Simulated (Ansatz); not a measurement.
A structure drawn as `C[NH][GeH2][Cl]`, with this starting geometry:

Cartesian coordinates in Å:
```
C -1.183 -0.658 0.171
N 0.214 -0.729 0.449
Ge 1.039 0.681 -0.420
Cl 3.162 0.591 -0.165
H -1.725 -1.496 0.768
H -1.652 0.316 0.593
H -1.457 -0.767 -0.888
H 0.364 -0.594 1.431
H 0.759 0.601 -1.992
H 0.478 2.055 0.053
```

Total charge 0; spin multiplicity 1.

Task: Does it keep its bonds when Ansatz relaxes it at PBE-D4/def2-SVP and then PBE0-D4/def2-TZVP?

Result: Yes, every drawn bond is still there and no new one forms.

Task: Give the relaxed structure. (An estimate is asked.)

Result: Computed: 
Z-matrix (Å, degrees):
```
C
N 1 1.452
H 1 1.097 2 114.0
H 1 1.093 2 110.1 3 121.9
H 1 1.093 2 109.5 3 -120.6
Ge 2 1.813 1 119.8 3 73.1
H 2 1.010 1 112.3 3 -64.1
Cl 6 2.179 2 112.1 1 -61.6
H 6 1.530 2 109.0 1 -179.1
H 6 1.531 2 108.6 1 54.2
```
All modes are real.

Atoms count as bonded under 1.1 times the sum of their covalent radii (H–H under 0.85 Å, pairs among N, O and F under 1.55 Å), and a drawn bond as lost past 1.3 times.
